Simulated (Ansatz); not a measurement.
Compare A (`[SiH3]C1C=CS1`) with its isomer B (`CC#CS[SiH3]`).

Isolated molecules relaxed with PBE0-D4/def2-TZVP in Ansatz; ΔE leaves out vibrations. CBS: MP2 limit from def2 TZ/QZ plus the TZ coupled-cluster correction, frozen cores. DFT in def2-TZVPP. B3LYP here is the variant with VWN-RPA as its local correlation; programs differ in this.

Question: Which is lower in electronic energy at CCSD(T)/CBS, and by how much? (Best estimate.)

Answer: The calculation gave: B, by 3.4 kcal/mol.

Question: Give E(B) − E(A) in kcal/mol with PBE0-D4, CCSD/def2-TZVPP, r2SCAN-D4, MP2/def2-TZVPP, B3LYP, B2PLYP, PBE-D4. (An estimate is asked.)

Answer: Ansatz gave: PBE0-D4 -1.6, CCSD/def2-TZVPP -5.0, r2SCAN-D4 -4.1, MP2/def2-TZVPP -4.4, B3LYP -8.5, B2PLYP -7.2, PBE-D4 -2.0. None reverses the order clearly.

Largest T1 diagnostic: 0.013.

The D4 term adds +2.0 kcal/mol with B3LYP and +1.0 kcal/mol with PBE0; it sums over pairs of atoms, weighted by their polarisabilities, and B3LYP, whose exchange is more repulsive, gets the larger term. In def2-TZVPP, CCSD(T) changes the Hartree–Fock value by +8.3 kcal/mol (the triples alone add +1.3 kcal/mol) and MP2 by +7.7 kcal/mol.
